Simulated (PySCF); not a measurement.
## Shieldings and the share of exact exchange

Molecule: SMILES C(F)(F)(F)[SiH2]P, CH₄F₃PSi.

Numbering as in the mapped SMILES `[F:1][C:2]([F:3])([F:4])[SiH2:5][PH2:6]`. Each H is labelled by its parent atom.

GIAO shieldings (ppm, equivalent atoms averaged) in PySCF 2.14.0 with density-fitted response routines on the PBE0-D3(BJ)/def2-SVP geometry, basis pcSseg-2, gas phase, non-relativistic:

| functional | exact exchange (%) | σ(F1/F3/F4) | σ(C2) | σ(Si5) |
| --- | --- | --- | --- | --- |
| BLYP | 0 | 224.3 | 29.5 | 356.6 |
| BP86 | 0 | 224.3 | 34.8 | 369.7 |
| PBE | 0 | 222.7 | 34.7 | 372.2 |
| B3LYP | 20 | 241.3 | 38.2 | 368.2 |
| PBE0 | 25 | 244.3 | 45.2 | 385.7 |
| BHandHLYP | 50 | 262.9 | 50.7 | 386.0 |
| HF | 100 | 294.2 | 71.4 | 420.2 |

Question: Fit each shielding as a line in the percentage of exact exchange.

Answer: σ(F1/F3/F4) = 225.1 + 0.71 x (rms 1.8 ppm); σ(C2) = 32.9 + 0.38 x (rms 2.2 ppm); σ(Si5) = 365.1 + 0.53 x (rms 6.4 ppm). The functionals also differ in their semilocal parts, which the line can't hold; Hartree–Fock has no correlation at all.

Question: What does the line predict for mPW1PW91 (25 %), and what does the run give?

Answer: σ(F1/F3/F4): 242.8 predicted, 245.6 computed; σ(C2): 42.4 predicted, 44.5 computed; σ(Si5): 378.4 predicted, 383.5 computed ppm.
